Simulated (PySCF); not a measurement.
**Charge on either side of a bond**

C₆H₁₄O.
Numbering: `[CH3:1][CH2:2][O:3][C:4]([CH3:5])([CH3:6])[CH3:7]` (hydrogens: H8, H9, H10 on C1; H11, H12 on C2; H13, H14, H15 on C5; H16, H17, H18 on C6; H19, H20, H21 on C7)

Structure used (GFN2-xTB), in Å, numbered top down from 1:
```xyz
21
C6H14O angstrom
C      2.9035   -0.1864    0.2414
C      1.4915   -0.5302   -0.2112
O      0.6054    0.3389    0.4583
C     -0.7911    0.2130    0.1987
C     -1.4238    1.2954    1.0796
C     -1.1290    0.4870   -1.2737
C     -1.3294   -1.1653    0.6073
H      2.9874   -0.3111    1.3171
H      3.6213   -0.8360   -0.2520
H      3.1287    0.8477   -0.0029
H      1.4142   -0.4057   -1.3007
H      1.2715   -1.5792    0.0335
H     -1.0299    2.2683    0.7998
H     -1.1730    1.1126    2.1205
H     -2.5038    1.2994    0.9662
H     -0.7816   -0.3191   -1.9163
H     -2.2060    0.5738   -1.3899
H     -0.6649    1.4170   -1.5939
H     -0.9775   -1.9420   -0.0678
H     -1.0071   -1.4048    1.6178
H     -2.4154   -1.1563    0.5781
```

Atomic charges (e) from the PBE0/pcSseg-1 density (PySCF):

```
atom  Mulliken      IAO  Hirshfeld  ESP-fitted
  C1   -0.2685  -0.4197    -0.1233     -0.4294
  C2   +0.0244  -0.0400    +0.0037     +0.4143
  O3   -0.5134  -0.4128    -0.1319     -0.5323
  C4   -0.2229  +0.2441    +0.0958     +0.7544
  C5   -0.1648  -0.4182    -0.1270     -0.6555
  C6   -0.1912  -0.4368    -0.1286     -0.5128
  C7   -0.1905  -0.4370    -0.1286     -0.5044
  H8   +0.1154  +0.1470    +0.0407     +0.1181
  H9   +0.1064  +0.1411    +0.0436     +0.0938
 H10   +0.1154  +0.1470    +0.0408     +0.1189
 H11   +0.0936  +0.1113    +0.0305     -0.0290
 H12   +0.0936  +0.1112    +0.0306     -0.0282
 H13   +0.1139  +0.1451    +0.0389     +0.1618
 H14   +0.1140  +0.1451    +0.0389     +0.1618
 H15   +0.1009  +0.1340    +0.0398     +0.1577
 H16   +0.1097  +0.1338    +0.0359     +0.1033
 H17   +0.1106  +0.1420    +0.0429     +0.1253
 H18   +0.1167  +0.1435    +0.0393     +0.1301
 H19   +0.1096  +0.1339    +0.0359     +0.1010
 H20   +0.1166  +0.1436    +0.0393     +0.1281
 H21   +0.1105  +0.1420    +0.0429     +0.1228
```

Cut each of the bonds C1–C2, C2–O3, O3–C4 and C5–C4 in turn and sum the charges on the side of the atom named first.

In e; the other side holds the opposite charge:

```json
{"bond cut": "C1–C2", "piece": "CH3", "atoms": "4", "Mulliken": "+0.069", "IAO": "+0.015", "Hirshfeld": "+0.002", "ESP-fitted": "-0.099"}
{"bond cut": "C2–O3", "piece": "C2H5", "atoms": "7", "Mulliken": "+0.280", "IAO": "+0.198", "Hirshfeld": "+0.067", "ESP-fitted": "+0.258"}
{"bond cut": "O3–C4", "piece": "C2H5O", "atoms": "8", "Mulliken": "-0.233", "IAO": "-0.215", "Hirshfeld": "-0.065", "ESP-fitted": "-0.274"}
{"bond cut": "C5–C4", "piece": "CH3", "atoms": "4", "Mulliken": "+0.164", "IAO": "+0.006", "Hirshfeld": "-0.009", "ESP-fitted": "-0.174"}
```

Extremes among these pieces. Mulliken: lowest C2H5O at O3, highest C2H5 at C2; IAO: lowest C2H5O at O3, highest C2H5 at C2; Hirshfeld: lowest C2H5O at O3, highest C2H5 at C2; ESP-fitted: lowest C2H5O at O3, highest C2H5 at C2.

Do the schemes agree better on the pieces than on the single atoms at the cuts?

The spread between schemes averages 0.232 e for the pieces and 0.422 e for the atoms named first; it is smaller for the piece at 4 of the 4 cuts. On average they agree better on the pieces. The sign differs between schemes (beyond ±0.03 e) for CH3 at C1 and CH3 at C5.

One conformer (not necessarily the lowest) at the GFN2-xTB geometry, without solvent, vibrations or thermal averaging.
